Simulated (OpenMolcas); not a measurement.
Exact exchange and the dipole moment of SiHCl2O

The species is SiHCl2O (5 atoms), meant as a doublet with charge 0. As SMILES, `[O][SiH](Cl)Cl`. The shape is that of a PBE0-D4/def2-TZVP optimisation.

The dipole moment y, in D, basis 6-311+G(d,p); a is the functional's share of exact exchange. Programs: OpenMolcas 26.06.

```
functional     program     a  y (D)
      UPBE  OpenMolcas     0   1.51
     UBLYP  OpenMolcas     0   1.53
    UB3LYP  OpenMolcas   0.2      ?
     UPBE0  OpenMolcas  0.25   1.29
    UBHLYP  OpenMolcas   0.5   1.25
```

Fit y = c + s·a to the known rows and predict UB3LYP.


1. Means of the 4 rows: a = 0.1875, y = 1.395.
2. Σ(Δa)² = 0.17188, Σ(Δa·Δy) = -0.09875, so the slope is -0.09875/0.17188 = -0.57453.
3. Intercept: 1.395 − (-0.57453) × 0.1875 = 1.503. The largest residual of the fit is 0.069.
4. UB3LYP: 1.503 + (-0.57453) × 0.2 = 1.39 D.

The run gave 1.34 D, so the prediction is off by +0.05 D, within the largest residual.
